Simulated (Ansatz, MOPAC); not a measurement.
Reaction (SMILES): C[Si](C)[SiH2]Cl → [CH2][SiH](C)[SiH2]Cl

Wanted: isomerisation energy (enthalpy at 298 K), in kcal/mol. Terms: spin-orbit terms left out; non-relativistic; no dispersion term unless named; UHF or UKS for open shells; frozen cores in correlated levels. CBS marks a two-point X^-3 extrapolation of the correlation energy; Hartree-Fock from the larger set. First-principles rows: single points at B3LYP-D3(BJ) geometries (Ansatz, an electronic-structure program), with unscaled harmonic terms from B3LYP/6-31G* (Ansatz) at its own minima. Semi-empirical rows: MOPAC heats of formation at their own minima for 298 K.

```json
[
 {"species": "C[Si](C)[SiH2]Cl", "coefficient": "-1", "E at HF/3-21G (Ansatz), Eh": "-1112.07929", "E at PBE0/def2-TZVPD (Ansatz), Eh": "-1119.80443", "H(298 K) - E, kcal/mol": "64.89", "heat of formation at PM3 (MOPAC), kcal/mol": "-35.00"},
 {"species": "[CH2][SiH](C)[SiH2]Cl", "coefficient": "+1", "E at HF/3-21G (Ansatz), Eh": "-1112.05775", "E at PBE0/def2-TZVPD (Ansatz), Eh": "-1119.78244", "H(298 K) - E, kcal/mol": "62.05", "heat of formation at PM3 (MOPAC), kcal/mol": "-23.71"}
]
```

Coupled cluster (Ansatz) is a level with limits of its own, used here on species with T1 under 0.025 (0.045 for open shells) and stable references: CCSD(T)/CBS(cc-pV(T+d)Z,cc-pV(Q+d)Z). Value to compare with, CCSD(T)/CBS(cc-pV(T+d)Z,cc-pV(Q+d)Z) (Ansatz): 9.2 kcal/mol. 1 Eh = 627.5095 kcal/mol.

Problem. Compute it at each level from the table, and compare with CCSD(T)/CBS(cc-pV(T+d)Z,cc-pV(Q+d)Z) (Ansatz).

Solution. 
- HF/3-21G: the sum of coefficient times E is 0.02154 Eh, or 13.52 kcal/mol; the thermal terms add -2.84. Result: 10.7 kcal/mol. Its difference against CCSD(T)/CBS(cc-pV(T+d)Z,cc-pV(Q+d)Z) (Ansatz) is 1.5 kcal/mol.
- PBE0/def2-TZVPD: the sum of coefficient times E is 0.02199 Eh, or 13.80 kcal/mol; the thermal terms add -2.84. Result: 11.0 kcal/mol. Its difference against CCSD(T)/CBS(cc-pV(T+d)Z,cc-pV(Q+d)Z) (Ansatz) is 1.8 kcal/mol.
- PM3: the sum of coefficient times heat of formation is 11.29 kcal/mol; it needs no thermal term. Its difference against CCSD(T)/CBS(cc-pV(T+d)Z,cc-pV(Q+d)Z) (Ansatz) is 2.1 kcal/mol.
